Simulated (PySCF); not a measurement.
Input of a run (PBE0-D3(BJ)/def2-SVP geometry optimisation, gas phase (PySCF 2.14.0)), started from GFN2-xTB:
```
{"job": {"xc": "PBE0", "basis": "def2-SVP", "d3": "d3bj", "grid": 1, "maxiter": 30, "shake": 0.01, "kind": "geom"}, "charge": 0, "multiplicity": 1}
Ge     1.864130    -0.711840    -0.099800
P      0.064490     0.211500    -1.261300
Ge    -0.334790     1.930190     0.215420
Ge    -1.482530    -1.199140    -0.385930
H      1.648740    -0.905620     1.364740
H      2.198470    -2.020970    -0.685620
H      3.062280     0.191610    -0.253310
H     -0.361860     1.569700     1.678840
H      0.760060     2.978000     0.113090
H     -1.620210     2.603670    -0.090800
H     -2.899690    -0.721230    -0.739750
H     -1.505200    -1.380230     1.120220
H     -1.388070    -2.562540    -0.986140
```

Output (energies in Eh, forces in Eh/bohr):
```
step   0  E = -6575.97454579  max force = 0.022800
step   1  E = -6575.98298567  max force = 0.008044
step   2  E = -6575.98392265  max force = 0.001306
step   3  E = -6575.98393960  max force = 0.000268
step   4  E = -6575.98394373  max force = 0.000155
optimisation converged
```

Summarise the run.

The energy falls by 24.7 kJ/mol over 5 energy and gradient evaluations, the largest force component goes from 0.0228 to 1.5e-04 Eh/bohr, and the atoms move by 0.061 Å rms after alignment. The bond that changes most is Ge1–H6 (ends: germanium bonded to P and 3 H; Ge–H hydrogen), which lengthens by 0.066 Å. Bonds longer at the end by more than 0.005 Å: 10 of 12; shorter: 1. Among the angles that change most is P2–Ge4–H12, from 117.9° to 112.4°. The energy never rose by more than 1e-6 Eh on the way. The first step brought 90 % of the lowering.

What are the final bond lengths?

Ge1–P2 2.323 Å, P2–Ge3 2.324 Å, P2–Ge4 2.324 Å, Ge1–H5 1.543 Å, Ge1–H6 1.539 Å, Ge1–H7 1.539 Å, Ge3–H8 1.543 Å, Ge3–H9 1.539 Å, Ge3–H10 1.539 Å, Ge4–H11 1.540 Å, Ge4–H12 1.543 Å, Ge4–H13 1.539 Å. Numbering counts from 1 in the input's order; the species is `[GeH3][P]([GeH3])[GeH3]` ((GeH3)3P).

The run used 159 basis functions and 31 SCF cycles in all. On one thread of an Intel Xeon Platinum 8259CL at 2.50 GHz, no GPU, shared host, this took 97 s wall and 0.80 GiB of memory at its peak.

Whether it is a minimum is left open (no frequencies).
